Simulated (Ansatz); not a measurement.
Abridged output of a molecular run in Ansatz:

```
Functional definition: HF
2073 factors; integrals over basis functions are off by at most 3.5e-4 eV
mean field evaluation 1: about -67304.4679 eV, gradient 5.0e1 eV
mean field evaluation 2: about -67304.5938 eV, gradient 5.0e1 eV
mean field evaluation 4: about -67308.2281 eV, gradient 3.2e0 eV
mean field evaluation 8: about -67308.2503 eV, gradient 3.8e-2 eV
mean field -67308.25029075 eV, -2473.5325750145 hartree, gradient 1.5e-6 eV, S^2 0.000000; 0 other end points of the search recorded, 0 dependent functions left out
13 core orbitals not correlated: weight in the atoms' cores, before any rotation towards them, 1.000 or more for the frozen orbitals, at most 0.000 for the correlated occupied ones
reference -67308.25029075 eV, -2473.5325750145 hartree; 21, 21 occupied and 283, 283 virtual orbitals, 2073 factors
second order -43.44289353 eV of doubles, -0.00000000 eV of singles
cycle   1  -41.59664759 eV  change     1.8e0 eV  update   1.3e-1
cycle   2  -42.39830341 eV  change   -8.0e-1 eV  update   3.9e-2
cycle   3  -42.55868661 eV  change   -1.6e-1 eV  update   1.7e-2
cycle   4  -42.52318881 eV  change    3.5e-2 eV  update   3.5e-3
cycle   5  -42.51734306 eV  change    5.8e-3 eV  update   1.2e-3
cycle   6  -42.51896219 eV  change   -1.6e-3 eV  update   3.5e-4
cycle   7  -42.51898123 eV  change   -1.9e-5 eV  update   1.0e-4
cycle   8  -42.51887007 eV  change    1.1e-4 eV  update   2.5e-5
cycle   9  -42.51886254 eV  change    7.5e-6 eV  update   7.0e-6
perturbative correction -1.29080748 eV, -0.0474362999 hartree
Total energy: -67352.05996078 eV, -2475.1425506926 hartree
```

Its atoms:

Z-matrix (Å, degrees):
```
Ge
F 1 1.692
F 1 1.691 2 109.5
F 1 1.691 2 109.5 3 120.0
F 1 1.691 2 109.5 3 -120.0
```

Which basis set was used?
A. def2-SVPD
B. def2-TZVPP
C. def2-TZVPPD
D. def2-QZVPP

D. It gives 317 functions.

Write the keys of the input that set method, charge and spin (a neutral closed shell needs none for the last two).


```yaml
correlation: {method: ccsd_t}
```
